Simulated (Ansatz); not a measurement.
Ansatz (a first-principles code) input (HF/3-21G): The .json file is the Basis Set Exchange's 3-21G.

Ansatz 0.2 input:
```yaml
crystal:
  periodic: [false, false, false]
  atoms:
    - {symbol: Ga, position_ang: [0.17517459, 0.17052290, 0.21879117]}
    - {symbol: O, position_ang: [0.73482070, -0.11473282, -1.38795819]}
    - {symbol: H, position_ang: [1.53392505, 0.13805275, -1.84853962]}
    - {symbol: O, position_ang: [-1.36797140, -0.50160483, 0.59715983]}
    - {symbol: H, position_ang: [-1.89913178, -0.49356156, 1.39240038]}
basis:
  gaussian:
    orbitals: 3-21G.json
hamiltonian:
  xc: {name: HF}
magnetization: {spin_polarized: true, initial_magnetization: 1}
phonons: {temperatures: {t_min: 298.15, t_max: 298.15, t_step: 100}}
```

Output:

```
Functional definition: HF
integrals: 0.00 GiB planned
448 factors; integrals over basis functions are off by at most 1.3e-4 eV
mean field: 0.15 GiB planned
mean field evaluation 1: about -56159.0402 eV, gradient 3.3e1 eV
mean field evaluation 2: about -56159.1206 eV, gradient 3.3e1 eV
mean field evaluation 4: about -56163.4365 eV, gradient 1.8e0 eV
mean field evaluation 8: about -56163.5065 eV, gradient 2.6e-1 eV
mean field evaluation 16: about -56163.5085 eV, gradient 1.8e-5 eV
mean field -56163.50851518 eV, -2063.9708689394 hartree, gradient 1.8e-5 eV, S^2 0.756351; 0 other end points of the search recorded, 0 dependent functions left out
the calculation of the forces begins
reference -56163.50851518 eV, -2063.9708689394 hartree; 25, 24 occupied and 20, 21 virtual orbitals, 448 factors
these checks for a lower state are left out or cut short: stability, starts, cluster_reference, orbital_swaps, neighbouring_geometries, increment
integrals: 0.00 GiB planned
448 factors; integrals over basis functions are off by at most 1.3e-4 eV
mean field: 0.15 GiB planned
mean field -56163.50843924 eV, -2063.9708661486 hartree, gradient 3.3e-6 eV, S^2 0.756371; 0 other end points of the search recorded, 0 dependent functions left out
the calculation of the forces begins
reference -56163.50843924 eV, -2063.9708661486 hartree; 25, 24 occupied and 20, 21 virtual orbitals, 448 factors
these checks for a lower state are left out or cut short: stability, starts, cluster_reference, orbital_swaps, neighbouring_geometries, increment
integrals: 0.00 GiB planned
448 factors; integrals over basis functions are off by at most 1.3e-4 eV
mean field: 0.15 GiB planned
mean field evaluation 32: about -56163.5084 eV, gradient 1.5e-6 eV
mean field -56163.50843757 eV, -2063.9708660874 hartree, gradient 3.3e-6 eV, S^2 0.756332; 0 other end points of the search recorded, 0 dependent functions left out
the calculation of the forces begins
reference -56163.50843757 eV, -2063.9708660874 hartree; 25, 24 occupied and 20, 21 virtual orbitals, 448 factors
these checks for a lower state are left out or cut short: stability, starts, cluster_reference, orbital_swaps, neighbouring_geometries, increment
integrals: 0.00 GiB planned
448 factors; integrals over basis functions are off by at most 1.3e-4 eV
mean field: 0.15 GiB planned
mean field -56163.50837330 eV, -2063.9708637256 hartree, gradient 3.3e-6 eV, S^2 0.756352; 0 other end points of the search recorded, 0 dependent functions left out
the calculation of the forces begins
reference -56163.50837330 eV, -2063.9708637256 hartree; 25, 24 occupied and 20, 21 virtual orbitals, 448 factors
these checks for a lower state are left out or cut short: stability, starts, cluster_reference, orbital_swaps, neighbouring_geometries, increment
integrals: 0.00 GiB planned
448 factors; integrals over basis functions are off by at most 1.3e-4 eV
mean field: 0.15 GiB planned
mean field -56163.50837377 eV, -2063.9708637428 hartree, gradient 3.3e-6 eV, S^2 0.756350; 0 other end points of the search recorded, 0 dependent functions left out
the calculation of the forces begins
reference -56163.50837377 eV, -2063.9708637428 hartree; 25, 24 occupied and 20, 21 virtual orbitals, 448 factors
these checks for a lower state are left out or cut short: stability, starts, cluster_reference, orbital_swaps, neighbouring_geometries, increment
integrals: 0.00 GiB planned
448 factors; integrals over basis functions are off by at most 1.3e-4 eV
mean field: 0.15 GiB planned
mean field evaluation 64: about -56163.5084 eV, gradient 3.3e-6 eV
mean field -56163.50844102 eV, -2063.9708662141 hartree, gradient 3.3e-6 eV, S^2 0.756371; 0 other end points of the search recorded, 0 dependent functions left out
the calculation of the forces begins
reference -56163.50844102 eV, -2063.9708662141 hartree; 25, 24 occupied and 20, 21 virtual orbitals, 448 factors
these checks for a lower state are left out or cut short: stability, starts, cluster_reference, orbital_swaps, neighbouring_geometries, increment
integrals: 0.00 GiB planned
448 factors; integrals over basis functions are off by at most 1.3e-4 eV
mean field: 0.15 GiB planned
mean field -56163.50844147 eV, -2063.9708662307 hartree, gradient 3.3e-6 eV, S^2 0.756331; 0 other end points of the search recorded, 0 dependent functions left out
the calculation of the forces begins
reference -56163.50844147 eV, -2063.9708662307 hartree; 25, 24 occupied and 20, 21 virtual orbitals, 448 factors
these checks for a lower state are left out or cut short: stability, starts, cluster_reference, orbital_swaps, neighbouring_geometries, increment
integrals: 0.00 GiB planned
448 factors; integrals over basis functions are off by at most 1.3e-4 eV
mean field: 0.15 GiB planned
mean field -56163.50838553 eV, -2063.9708641751 hartree, gradient 3.3e-6 eV, S^2 0.756358; 0 other end points of the search recorded, 0 dependent functions left out
the calculation of the forces begins
reference -56163.50838553 eV, -2063.9708641751 hartree; 25, 24 occupied and 20, 21 virtual orbitals, 448 factors
these checks for a lower state are left out or cut short: stability, starts, cluster_reference, orbital_swaps, neighbouring_geometries, increment
integrals: 0.00 GiB planned
448 factors; integrals over basis functions are off by at most 1.3e-4 eV
mean field: 0.15 GiB planned
mean field -56163.50839025 eV, -2063.9708643485 hartree, gradient 3.3e-6 eV, S^2 0.756344; 0 other end points of the search recorded, 0 dependent functions left out
the calculation of the forces begins
reference -56163.50839025 eV, -2063.9708643485 hartree; 25, 24 occupied and 20, 21 virtual orbitals, 448 factors
these checks for a lower state are left out or cut short: stability, starts, cluster_reference, orbital_swaps, neighbouring_geometries, increment
integrals: 0.00 GiB planned
448 factors; integrals over basis functions are off by at most 1.3e-4 eV
mean field: 0.15 GiB planned
mean field evaluation 96: about -56163.5068 eV, gradient 7.2e-1 eV
mean field -56163.50848825 eV, -2063.9708679500 hartree, gradient 3.3e-6 eV, S^2 0.756354; 0 other end points of the search recorded, 0 dependent functions left out
the calculation of the forces begins
reference -56163.50848825 eV, -2063.9708679500 hartree; 25, 24 occupied and 20, 21 virtual orbitals, 448 factors
these checks for a lower state are left out or cut short: stability, starts, cluster_reference, orbital_swaps, neighbouring_geometries, increment
integrals: 0.00 GiB planned
448 factors; integrals over basis functions are off by at most 1.3e-4 eV
mean field: 0.15 GiB planned
mean field -56163.50849015 eV, -2063.9708680198 hartree, gradient 3.3e-6 eV, S^2 0.756348; 0 other end points of the search recorded, 0 dependent functions left out
the calculation of the forces begins
reference -56163.50849015 eV, -2063.9708680198 hartree; 25, 24 occupied and 20, 21 virtual orbitals, 448 factors
Total energy: -56163.50851518 eV, -2063.9708689394 hartree
Atom 0 at     0.175175     0.170523     0.218791 Å, force     0.000230     0.000224     0.000288 eV/Å
Atom 1 at     0.734821    -0.114733    -1.387958 Å, force     0.000082     0.000128     0.000236 eV/Å
Atom 2 at     1.533925     0.138053    -1.848540 Å, force    -0.001090    -0.000405     0.000463 eV/Å
Atom 3 at    -1.367971    -0.501605     0.597160 Å, force     0.000204     0.000151     0.000121 eV/Å
Atom 4 at    -1.899132    -0.493562     1.392400 Å, force     0.000574    -0.000098    -0.001108 eV/Å
Dipole moment:     0.340731     0.331683     0.425569 e Å
Vibrations: 242.18 287.90 307.48 443.78 562.37 817.80 873.19 4012.53 4012.61 cm⁻¹, zero-point energy 0.716619 eV
```

The blocks after the first are displaced geometries, from whose forces the wavenumbers follow.
